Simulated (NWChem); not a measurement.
System: MgHCl; SMILES [Cl][MgH]

The following NWChem deck was run.

```
start job
memory heap 200 mb stack 900 mb global 1100 mb
geometry units angstroms
  Mg    -0.001929     1.135785     0.000000
  H     -0.007709     2.829044     0.000000
  Cl     0.001422    -1.075646     0.000000
end
basis spherical
  Mg library def2-svp
  H library def2-svp
  Cl library def2-svp
end
dft
  xc becke88 lyp
  iterations 150
end
driver
  maxiter 120
end
task dft optimize
task dft freq
```

The level has its own optimisation; frequencies are unscaled.

Predict the main results of this run. (BLYP/def2-SVP.) Quantities: r H–Mg (Å); r Cl–Mg (Å); highest harmonic frequency (cm⁻¹); lowest (cm⁻¹); zero-point energy (kcal/mol); dipole (D).


```yaml
r H–Mg (Å): 1.689
r Cl–Mg (Å): 2.222
highest harmonic frequency (cm⁻¹): 1832
lowest (cm⁻¹): 412
zero-point energy (kcal/mol): 5.5
dipole (D): 1.31
```
